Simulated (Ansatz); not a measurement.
Energy difference R1 → P1 + P2, each structure at its B3LYP-D3(BJ)/def2-TZVP stationary point, reached from a drawn start (curvature not checked).
P1: H atom, charge 0, multiplicity 2.
R1: C2H6O (SMILES COC), charge 0, multiplicity 1.
P2, C2H5O (SMILES [CH2]OC) (charge 0, multiplicity 2):
```
atom    x (Å)    y (Å)    z (Å)
----  -------  -------  -------
C      0.9914  -0.0257  -0.2383
O     -0.0929   0.7510   0.2488
C     -1.2480   0.0742   0.4370
H      0.7340  -0.4907  -1.1955
H      1.8310   0.6516  -0.3775
H      1.2614  -0.8043   0.4807
H     -1.4039  -0.8491  -0.1094
H     -2.0730   0.6931   0.7542
```

P less R. No zero-point or thermal terms; singlets are restricted closed shells; open shells are unrestricted.

Cores are frozen in the correlated methods.

Run with Ansatz (a quantum-chemistry and plane-wave program) with Gaussian orbitals. No computed number here is a measurement.

Total energies in hartree:

```csv
structure,PBE/def2-TZVPP,r2SCAN/def2-TZVPP,CCSD(T)/cc-pVTZ
P1,-0.499616,-0.499927,-0.499810
R1,-154.890306,-154.995570,-154.776737
P2,-154.233964,-154.339180,-154.113554
```

Problem. Work out the reaction energy at each level in kcal/mol (1 hartree = 627.50947 kcal/mol), and say how far PBE/def2-TZVPP lies from CCSD(T)/cc-pVTZ.

Solution. 
- PBE/def2-TZVPP: (-0.499616) + (-154.233964) − (-154.890306) = 0.156726 hartree = 98.35 kcal/mol
- r2SCAN/def2-TZVPP: (-0.499927) + (-154.339180) − (-154.995570) = 0.156463 hartree = 98.18 kcal/mol
- CCSD(T)/cc-pVTZ: (-0.499810) + (-154.113554) − (-154.776737) = 0.163373 hartree = 102.52 kcal/mol
PBE/def2-TZVPP less CCSD(T)/cc-pVTZ: -4.17 kcal/mol. CCSD(T)/cc-pVTZ is the level counted from, the highest shown, and no exact or measured value.
